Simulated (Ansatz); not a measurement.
`B[N]1[CH2][AlH]1`. The species carries charge 0 and has multiplicity 1. The geometry is a stationary point of PBE0-D4/def2-TZVP.

```xyz
9

B    -0.741    1.363    0.350
N    -0.310    0.106   -0.053
C     1.081   -0.497    0.118
Al   -0.279   -1.524   -0.727
H     0.015    2.119    0.903
H    -1.880    1.681    0.135
H     1.859    0.027   -0.437
H     1.374   -0.640    1.158
H    -1.119   -2.636   -1.448
```

(1) What is the dipole moment at r2SCAN/def2-TZVPP? (Estimate.)

(2) And with PBE, B3LYP, ωB97M-V? (Best estimate.)

(3) Give the Mulliken charges with r2SCAN, ωB97M-V, B3LYP in def2-TZVPP. (Best estimate.)

Results:

(1) The calculation gave: 3.03 D, with components (0.40, -2.81, -1.06) D in this frame, pointing from negative to positive charge.

(2) Computed: PBE 2.99 D, B3LYP 3.09 D, ωB97M-V 3.20 D.

(3) The calculation gave: 
```csv
atom,r2SCAN,ωB97M-V,B3LYP
B1,-0.08,-0.17,-0.13
N2,-0.14,-0.14,-0.11
C3,-0.20,-0.28,-0.21
Al4,0.44,0.36,0.34
H5,-0.04,0.03,-0.01
H6,-0.04,0.02,-0.01
H7,0.07,0.11,0.09
H8,0.07,0.11,0.09
H9,-0.08,-0.04,-0.06
```

B3LYP here is the variant with VWN-RPA as its local correlation; programs differ in this.
